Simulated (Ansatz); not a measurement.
In₉P₉H₂₄, a nanocrystal cut from wurtzite InP (hydrogen-capped). Charge 0, multiplicity 3. Geometry PBE-D4/def2-SVP, that of the neutral singlet; atoms count from 1.

```csv
atom,x (Å),y (Å),z (Å)
In1,-1.204,3.669,0.789
P2,1.161,4.155,-0.277
P3,-0.899,1.313,1.670
In4,1.618,0.658,2.029
In5,-0.821,-2.179,4.081
P6,1.539,-1.678,3.016
In7,2.513,2.459,-1.781
P8,2.233,0.293,-0.496
In9,2.882,-3.384,1.520
P10,-2.450,3.232,-1.496
In11,-2.573,-0.413,0.615
P12,-2.070,-2.600,1.798
In13,-1.795,1.359,-3.236
P14,0.666,2.217,-3.651
P15,-1.397,-0.635,-1.721
In16,1.042,-1.590,-1.885
In17,-1.409,-4.481,0.072
P18,1.044,-3.614,-0.356
H19,-1.839,5.049,1.624
H20,2.021,4.448,0.828
H21,1.172,5.458,-0.875
H22,-1.389,1.465,3.008
H23,2.506,2.017,2.673
H24,-1.422,-0.661,4.714
H25,-0.719,-3.694,4.928
H26,2.391,-1.477,4.154
H27,3.976,3.156,-2.396
H28,3.593,-0.157,-0.438
H29,4.217,-2.498,0.815
H30,2.972,-4.896,2.375
H31,-2.681,4.473,-2.175
H32,-3.809,2.958,-1.139
H33,-4.149,0.317,0.427
H34,-3.402,-2.957,2.198
H35,-2.763,1.434,-4.672
H36,0.644,3.390,-4.476
H37,1.221,1.319,-4.617
H38,-2.182,-1.633,-2.387
H39,1.592,-1.552,-3.542
H40,-1.306,-5.989,0.931
H41,-2.319,-4.168,-1.391
H42,1.596,-4.585,-1.259
```

In the def2 sets In takes a core potential; there is no spin–orbit coupling. Single mean-field runs in def2-SVP are fitted with def2-universal-jkfit. At PBE0-D4/def2-SVP a singlet of charge 0 lies 4.41 eV below the triplet at the same geometry.

(1) Estimate the Mulliken populations of the heavy atoms from the PBE0/def2-SVP orbitals of Ansatz.

(2) Where does the spin sit?

(3) And the Mayer bond orders between heavy atoms (over 0.3)?

Results:

(1) 
```json
{"atom": "In1", "charge (e)": "0.34", "spin (α − β)": "0.10"}
{"atom": "P2", "charge (e)": "-0.23", "spin (α − β)": "0.00"}
{"atom": "P3", "charge (e)": "-0.38", "spin (α − β)": "0.03"}
{"atom": "In4", "charge (e)": "0.40", "spin (α − β)": "0.00"}
{"atom": "In5", "charge (e)": "0.29", "spin (α − β)": "0.14"}
{"atom": "P6", "charge (e)": "-0.38", "spin (α − β)": "0.00"}
{"atom": "In7", "charge (e)": "0.38", "spin (α − β)": "0.02"}
{"atom": "P8", "charge (e)": "-0.40", "spin (α − β)": "0.00"}
{"atom": "In9", "charge (e)": "0.30", "spin (α − β)": "0.00"}
{"atom": "P10", "charge (e)": "-0.21", "spin (α − β)": "-0.01"}
{"atom": "In11", "charge (e)": "0.23", "spin (α − β)": "0.32"}
{"atom": "P12", "charge (e)": "-0.23", "spin (α − β)": "0.55"}
{"atom": "In13", "charge (e)": "0.27", "spin (α − β)": "0.27"}
{"atom": "P14", "charge (e)": "-0.22", "spin (α − β)": "0.02"}
{"atom": "P15", "charge (e)": "-0.30", "spin (α − β)": "0.20"}
{"atom": "In16", "charge (e)": "0.38", "spin (α − β)": "0.02"}
{"atom": "In17", "charge (e)": "0.28", "spin (α − β)": "0.01"}
{"atom": "P18", "charge (e)": "-0.37", "spin (α − β)": "0.02"}
```
Mulliken values depend strongly on the basis.

(2) Summed by element: In 0.87, P 0.81, H 0.32, of 2 unpaired in all. Largest on single atoms: P12 0.55, In11 0.32, In13 0.27.

(3) In1–P2 0.66 (2.64 Å); In1–P3 0.86 (2.53 Å); In1–P10 0.66 (2.64 Å); P2–In7 0.66 (2.64 Å); P3–In4 0.68 (2.62 Å); P3–In11 0.64 (2.62 Å); In4–P6 0.85 (2.54 Å); In4–P8 0.68 (2.62 Å); In5–P6 0.70 (2.64 Å); In5–P12 0.51 (2.64 Å); P6–In9 0.65 (2.64 Å); In7–P8 0.86 (2.53 Å); In7–P14 0.68 (2.64 Å); P8–In16 0.67 (2.62 Å); In9–P18 0.64 (2.64 Å); P10–In13 0.65 (2.64 Å); In11–P12 0.52 (2.54 Å); In11–P15 0.57 (2.62 Å); P12–In17 0.64 (2.64 Å); In13–P14 0.64 (2.64 Å); In13–P15 0.75 (2.53 Å); P15–In16 0.69 (2.62 Å); In16–P18 0.84 (2.54 Å); In17–P18 0.69 (2.64 Å).
